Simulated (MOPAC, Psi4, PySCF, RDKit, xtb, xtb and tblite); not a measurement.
Two geometries of SMILES C=CCCO, singlet, relaxed at GFN2-xTB with one dihedral held; other torsions can differ between them too.

Structure A

```
13

C     -2.1103     0.1633     0.3031
C     -0.9997     0.6515    -0.2179
C      0.1868    -0.1763    -0.6017
C      1.3577     0.0654     0.3700
O      0.9695     0.0686     1.7209
H     -2.9360     0.7948     0.5847
H     -2.2432    -0.8947     0.4597
H     -0.8882     1.7201    -0.3630
H     -0.0898    -1.2320    -0.5713
H      0.5171     0.0713    -1.6116
H      2.1058    -0.7227     0.2686
H      1.8336     1.0288     0.1232
H      0.1804     0.6175     1.8089
```

Structure B

```
13

C     -2.1684     0.1589     0.2552
C     -1.0156     0.6512    -0.1583
C      0.1639    -0.1725    -0.5675
C      1.3777     0.0595     0.3583
O      1.5911    -1.0092     1.2476
H     -2.9900     0.7912     0.5459
H     -2.3443    -0.9036     0.3090
H     -0.8643     1.7222    -0.2044
H     -0.0844    -1.2349    -0.5575
H      0.4401     0.0998    -1.5888
H      2.2981     0.1182    -0.2271
H      1.2586     1.0036     0.9081
H      0.8069    -1.1128     1.7988
```

### Question
Which is lower in energy at the level DF-MP2 (frozen core)/cc-pVTZ // GFN2-xTB run with Psi4, and by how much?

### Answer
A is lower, by 12.26 kJ/mol (dihedral C2–C3–C4–O5: 45° in A, 105° in B).

E(B) − E(A) in kJ/mol at the other levels, on the same two geometries: GFN2-xTB (xtb and tblite) 3.57; MMFF94 // GFN2-xTB (RDKit) -0.08; PBE/def2-TZVP // GFN2-xTB (Psi4) 9.94; PBE-D3(BJ)/def2-TZVP // GFN2-xTB (Psi4) 10.89; HF/cc-pVTZ // GFN2-xTB (Psi4) 6.88; UFF // GFN2-xTB (RDKit) -7.32; PM3, restricted, heats of formation // GFN2-xTB (MOPAC) -0.97; PM7, restricted, heats of formation // GFN2-xTB (MOPAC) -2.25; GFN1-xTB // GFN2-xTB (xtb) 4.63; restricted B3LYP/6-31G*, spherical d // GFN2-xTB (PySCF) 11.21; restricted Hartree-Fock/LANL2DZ // GFN2-xTB (PySCF) 5.32; restricted B3LYP/LANL2DZ // GFN2-xTB (PySCF) 6.86.
